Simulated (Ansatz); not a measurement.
Basis sets compared for the cluster Zn10O10. Charge 0, multiplicity 1. Geometry r2SCAN-D4/def2-SVP. Ansatz on 2 threads of AMD EPYC 7R13 on a shared host and a share (18 GiB) of an NVIDIA H100 80GB HBM3; times are rough, and most runs start from earlier orbitals.

| atom | x (Å) | y (Å) | z (Å) |
| --- | --- | --- | --- |
| Zn1 | -1.8790 | -2.4257 | -2.1052 |
| Zn2 | 1.0845 | 3.0779 | 1.9067 |
| Zn3 | 0.1723 | -0.6140 | -2.3544 |
| Zn4 | 1.9586 | 1.1690 | 2.9300 |
| Zn5 | 2.3106 | -1.8843 | 1.1262 |
| Zn6 | 1.0799 | -2.7991 | -1.0359 |
| Zn7 | -0.7757 | 1.8995 | -1.2152 |
| Zn8 | -2.7282 | 0.0412 | -1.2995 |
| Zn9 | -1.3573 | 1.5755 | 1.3796 |
| Zn10 | 1.5740 | 0.6479 | 0.2661 |
| O11 | 2.5085 | -0.1961 | 1.7469 |
| O12 | 1.4547 | -0.7583 | -0.9832 |
| O13 | 0.4726 | 2.2250 | 0.1688 |
| O14 | -0.1164 | 1.0838 | 2.8706 |
| O15 | -0.6244 | 2.5456 | 2.8870 |
| O16 | -0.1146 | -2.5850 | -2.4815 |
| O17 | 1.9151 | -3.4672 | 0.4242 |
| O18 | -2.3898 | 1.4781 | -0.1309 |
| O19 | -1.1833 | 0.6418 | -2.5437 |
| O20 | -3.3622 | -1.6557 | -1.5566 |

Single mean-field runs in def2-SVP, def2-TZVP are fitted with def2-universal-jkfit. The structure holds 1 bond(s) between oxygen atoms. The restricted singlet is unstable towards broken spin symmetry in Hartree–Fock (as tested in another run); at PBE-D4/def2-TZVP, PBE0-D4/def2-SVP, PBE0-D4/def2-TZVP this wasn't settled. Another isomer (singlet) lies 1.91 eV lower at PBE0-D4/def2-TZVP; other spin states weren't run for this one.

Binding counts from free atoms (Zn singlet, O triplet) in the same basis, without a counterpoise term.

```tsv
level	functions	energy (Eh)	HOMO (eV)	LUMO (eV)	binding per atom (eV)	wall time
PBE-D4/def2-SVP (with forces)	450	-18539.9941	-5.09	-3.02	3.14	6 s
PBE0-D4/def2-SVP	450	-18540.1959	-5.77	-2.22	2.91	8.5 s
```

Problem. Estimate the rows for PBE-D4/def2-TZVP, PBE0-D4/def2-TZVP.

Solution. 
```json
{"level": "PBE-D4/def2-TZVP", "functions": "790", "energy (Eh)": "-18543.5067", "HOMO (eV)": "-5.51", "LUMO (eV)": "-3.42", "binding per atom (eV)": "2.87", "wall time": "6 s"}
{"level": "PBE0-D4/def2-TZVP", "functions": "790", "energy (Eh)": "-18543.6187", "HOMO (eV)": "-6.12", "LUMO (eV)": "-2.57", "binding per atom (eV)": "2.71", "wall time": "10 s"}
```
